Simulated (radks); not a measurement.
Values are calculated unless marked as measured or tabulated.
All-electron atom: Cr IV in [Ar] 3d3.

Code: a radial shooting solver on a logarithmic mesh with Libxc functionals. Model: non-relativistic Kohn-Sham, BLYP, spin-polarised, spherical densities, point nucleus; open shells are filled with parallel spins first.

Energy parts (eV):
total: -28365.850
kinetic: 28344.783
electron-nucleus: -66575.827
Hartree: 11160.236
exchange-correlation: -1295.042

Orbitals (lengths in bohr, moments of r in powers of bohr; <r^-3> diverges for s and p1/2; r(90%) holds 90 % of the orbital's charge):
| orbital | occ. | eigenvalue (eV) | <r> | r(90%) | <r^-3> | <r^4> |
|---|---|---|---|---|---|---|
| 1s up | 1 | -5875.569 | 0.06419 | 0.114 | - | 0.00007805 |
| 1s down | 1 | -5875.578 | 0.06419 | 0.114 | - | 0.00007805 |
| 2s up | 1 | -698.7711 | 0.2963 | 0.459 | - | 0.01880 |
| 2s down | 1 | -697.4059 | 0.2959 | 0.459 | - | 0.01867 |
| 2p up | 3 | -599.9051 | 0.2612 | 0.428 | 350.6 | 0.01438 |
| 2p down | 3 | -598.8698 | 0.2608 | 0.427 | 351.5 | 0.01426 |
| 3s up | 1 | -112.4015 | 0.8944 | 1.34 | - | 1.356 |
| 3s down | 1 | -108.9477 | 0.8976 | 1.34 | - | 1.384 |
| 3p up | 3 | -84.6480 | 0.9390 | 1.44 | 44.03 | 1.824 |
| 3p down | 3 | -81.2800 | 0.9447 | 1.45 | 43.43 | 1.892 |
| 3d up | 3 | -40.5227 | 1.095 | 1.82 | 4.031 | 4.811 |
| 3d down | 0 | -37.4276 | 1.128 | 1.90 | 3.887 | 5.681 |

The highest occupied level is 3d up at -40.523 eV. For comparison, the ionisation energy in NIST's Atomic Spectra Database is 49.16 eV (semi-empirical). In exact Kohn-Sham theory the highest level is minus the ionisation energy, but local and semilocal functionals leave it too shallow, through self-interaction and a potential that decays too fast; potentials with the right tail come closer. The electron density at the nucleus is 9326 e/bohr^3. The spin density at the nucleus is -0.554 e/bohr^3 (1s -0.013, 2s -1.069, 3s 0.528), a Fermi contact field of -29 T. The density falls to 0.001 e/bohr^3 at r = 2.77 bohr. Spin moment in Bohr magnetons: 3.
